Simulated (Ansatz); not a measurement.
`OC([SiH3])S` + `O[SiH3]` → `[SiH3]OC([SiH3])S` + H₂O  (substitution at a C–O bond)

Program: Ansatz. Geometries: PBE0-D4/def2-TZVP. ΔE: electronic, gas phase. CCSD(T)/CBS adds triple-zeta CCSD(T) − MP2 to the extrapolated MP2 energy (def2 sets, frozen cores). This one scheme is used for every species. DFT in def2-TZVPP. B3LYP here is the variant with VWN-RPA as its local correlation; programs differ in this. Each species was taken in one conformer, which may not be the lowest.

| level | ΔE (kJ/mol) | difference from CCSD(T)/CBS |
| --- | --- | --- |
| B3LYP-D4 | -19.8 | -0.5 |
| PBE | -10.0 | 9.3 |
| r2SCAN | -13.5 | 5.8 |
| PBE0 | -10.7 | 8.6 |
| B3LYP | -8.0 | 11.3 |
| MP2/def2-TZVPP | -20.1 | -0.8 |
| CCSD/def2-TZVPP | -15.8 | 3.5 |
| SCS-MP2/def2-QZVPP | -17.4 | 1.9 |
| MP2/CBS(def2) | -21.4 | -2.1 |
| CCSD/CBS(def2) | -17.1 | 2.2 |
| CCSD(T)/CBS | -19.3 | 0 |

Largest T1 diagnostic among the species: 0.012.

The D4 term adds −11.8 kJ/mol with B3LYP and −6.7 kJ/mol with PBE0; it sums over pairs of atoms, weighted by their polarisabilities, and B3LYP, whose exchange is more repulsive, gets the larger term. In def2-TZVPP, CCSD(T) changes the Hartree–Fock value by −11.1 kJ/mol (the triples alone add −2.2 kJ/mol) and MP2 by −13.2 kJ/mol.
